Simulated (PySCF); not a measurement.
**Vibration and rotation of GaBr⁻**

UHF-CCSD(T) constants of GaBr⁻, ²Π (doublet), unpaired electrons π ↑ (PySCF, no relativity, basis sets Ga def2-TZVPPD, Br def2-TZVPPD; masses 68.9256 and 78.9183 u):

| Quantity | Value |
| --- | --- |
| ωe | 174.1 cm⁻¹ |
| ωexe | 0.964 cm⁻¹ |
| Be | 0.068747 cm⁻¹ |
| αe | 0.000454 cm⁻¹ |
| D (centrifugal) | 4.29e-08 cm⁻¹ |
| De to Ga + Br⁻ | 1.17 eV |

Give the vibrational terms G(v) and spacings up to v = 6.

G(v) = ωe(v+½) − ωexe(v+½)².

| v | G(v) (cm⁻¹) | G(v) − G(v−1) | Bv (cm⁻¹) |
| --- | --- | --- | --- |
| 0 | 86.8 |  | 0.06852 |
| 1 | 259.0 | 172.2 | 0.06807 |
| 2 | 429.2 | 170.2 | 0.06761 |
| 3 | 597.5 | 168.3 | 0.06716 |
| 4 | 763.9 | 166.4 | 0.06670 |
| 5 | 928.4 | 164.5 | 0.06625 |
| 6 | 1090.9 | 162.5 | 0.06580 |

How well does the Morse estimate ωe²/(4ωexe) reproduce De, and what is D0?

It gives 0.97 eV, 83 % of the computed De. D0 = De − G(0) = 1.17 − 0.01 = 1.16 eV.

Correlated steps freeze 18 core orbitals. Spin–orbit coupling is left out. For an ion De counts to the pair picked by the measured ionisation energies or electron affinities, which need not be the lowest pair at this level. The state was picked by a PBE0 search and need not be the measured ground state.
